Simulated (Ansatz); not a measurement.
`CB(C)C=O` + `N[SiH3]` → `CB(C)N[SiH3]` + `C=O`  (ligand exchange at a B–C bond)

Computed with Ansatz on PBE0-D4/def2-TZVP structures; ΔE is electronic, products minus reactants. CBS: MP2 limit from def2 TZ/QZ plus the TZ coupled-cluster correction, frozen cores. This one scheme is used for every species. DFT in def2-TZVPP. HSE06 is defined as in plane-wave codes. One conformer a species, not always the lowest.

Question: Is it downhill or uphill in electronic energy at CCSD(T)/CBS, and by how much? (Estimate.)

Answer: Computed: Downhill: ΔE = -128.9 kJ/mol.

Question: What do these levels give: LDA (SPW92), r2SCAN-D4, HSE06-D4, BHLYP-D4, CAM-B3LYP-D4, ωB97M-V, B2PLYP, BLYP, r2SCANh, SCS-MP2/def2-TZVPP, SCS-MP2/def2-QZVPP, HF/CBS(def2)? (Best estimate.)

Answer: Computed: LDA (SPW92) -125.1, r2SCAN-D4 -122.6, HSE06-D4 -124.2, BHLYP-D4 -129.6, CAM-B3LYP-D4 -126.8, ωB97M-V -126.9, B2PLYP -125.2, BLYP -115.0, r2SCANh -122.6, SCS-MP2/def2-TZVPP -132.5, SCS-MP2/def2-QZVPP -130.6, HF/CBS(def2) -124.0 kJ/mol.

Largest T1 diagnostic among the species: 0.015.

From PBE to PBE0 (25 % exact exchange), in def2-TZVPP and without D4, ΔE moves by −4.2 kJ/mol. At CCSD(T), def2-SVP lies −17.0 kJ/mol from the extrapolated value and def2-TZVPP −3.2 kJ/mol. The D4 term adds −6.8 kJ/mol with B3LYP and −3.8 kJ/mol with PBE0; it sums over pairs of atoms, weighted by their polarisabilities, and B3LYP, whose exchange is more repulsive, gets the larger term.

B3LYP here is the variant with VWN-RPA as its local correlation; programs differ in this.
